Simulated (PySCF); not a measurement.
Stepwise substitution at one centre (Al OH-SH). Isolated molecules, 0 K electronic values unless said otherwise. One relaxed conformer stands for each flexible species; it need not be the lowest. Strings in code marks are SMILES.

The HOMO from two functionals at the same geometries (B3LYP-D3(BJ)/def2-TZVP), both in PySCF: PBE-D3(BJ)/def2-TZVP and B3LYP-D3(BJ)/def2-TZVP. B3LYP has the VWN-RPA correlation part, as in Gaussian. 

```json
[
 {"species": "0 of 3 OH replaced by SH", "B3LYP-D3(BJ)/def2-TZVP (eV)": "-8.73"},
 {"species": "1 of 3 OH replaced by SH", "B3LYP-D3(BJ)/def2-TZVP (eV)": "-7.41"},
 {"species": "2 of 3 OH replaced by SH (`[Al]([OH])([SH])[SH]`)", "B3LYP-D3(BJ)/def2-TZVP (eV)": "-7.32"},
 {"species": "3 of 3 OH replaced by SH (`[SH][Al]([SH])[SH]`)", "B3LYP-D3(BJ)/def2-TZVP (eV)": "-7.45"}
]
```

Question: What does PBE-D3(BJ)/def2-TZVP give for each?

Answer: 
- 0 of 3 OH replaced by SH: -7.28
- 1 of 3 OH replaced by SH: -6.43
- 2 of 3 OH replaced by SH (`[Al]([OH])([SH])[SH]`): -6.38
- 3 of 3 OH replaced by SH (`[SH][Al]([SH])[SH]`): -6.51
Over these rows, drawn at random from the members with no instability flagged (it was tested for open shells, ions and some series alone), PBE minus B3LYP-D3(BJ): mean +1.08 eV, from +0.94 eV to +1.45 eV.
